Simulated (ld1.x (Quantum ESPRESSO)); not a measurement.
**Transferability test, PAW potential for praseodymium**

praseodymium (Pr), PAW, made with ld1.x (Quantum ESPRESSO) 7.5 (BLYP, fully relativistic). Core [Kr] 4d10 4f2, reference 5s2 5p6 5d1 6s1.5 6p0 (charge +0.5). Waves: 5s (bound): rcut 2.00, rcutus 2.70 bohr; 6s (bound): rcut 2.00, rcutus 2.70 bohr; 5p (bound): rcut 3.20, rcutus 3.60 bohr; 6p (bound, empty): rcut 3.20, rcutus 3.60 bohr; 5d (bound): rcut 2.30, rcutus 2.80 bohr; 5d channel at 0.95 Ry: rcut 2.30, rcutus 2.80 bohr. Local part: all-electron potential smoothed inside 2.15 bohr (lloc = -1). Core correction: a·sin(br)/r model core, default radius (core density twice the valence density). Augmentation charge: PSQ, inside the norm-conserving radii.

Open shells are filled in proportion to 2j + 1 (rel_dist='average').

Energies are relative to the spin-unpolarised reference configuration 5s2 5p6 5d1 6s1.5 6p0; without spin polarisation the order of configurations can differ from experiment. Not all tests gave a result: test run stopped at test 4 of 7 (negative rho).

```json
{"valence configuration": "5s2 5p6 5d1 6s2 6p0", "charge": "0", "ΔE all-electron (eV)": "-2.419", "error AE − PS (meV)": "-0.8"}
{"valence configuration": "5s2 5p6 5d1 6s1 6p0", "charge": "+1", "ΔE all-electron (eV)": "3.662", "error AE − PS (meV)": "-2.6"}
{"valence configuration": "5s2 5p6 5d1 6s0 6p0", "charge": "+2", "ΔE all-electron (eV)": "15.005", "error AE − PS (meV)": "-52"}
```

Levels in the configuration 5s2 5p6 5d1 6s1 6p0:

```tsv
level	all-electron (eV)	pseudo (eV)
5s j=1/2	-47.906	-48.064
5p j=1/2	-31.811	-31.940
5p j=3/2	-28.798	-28.912
5d j=3/2	-8.593	-8.644
5d j=5/2	-8.352	-8.401
6s j=1/2	-8.619	-8.632
```

These tests converged, but a pseudo level misses the all-electron one widely, so the file describes the atom poorly there or has found another state: 5s2 5p6 5d1 6s1 6p0: empty 6p by 3.7 eV. ld1.x printed “convergence not achieved” for 1 of the counted tests; its residual had stalled under 1e-8, short of the target of 1e-14.

The ghost test of this file was not conclusive.
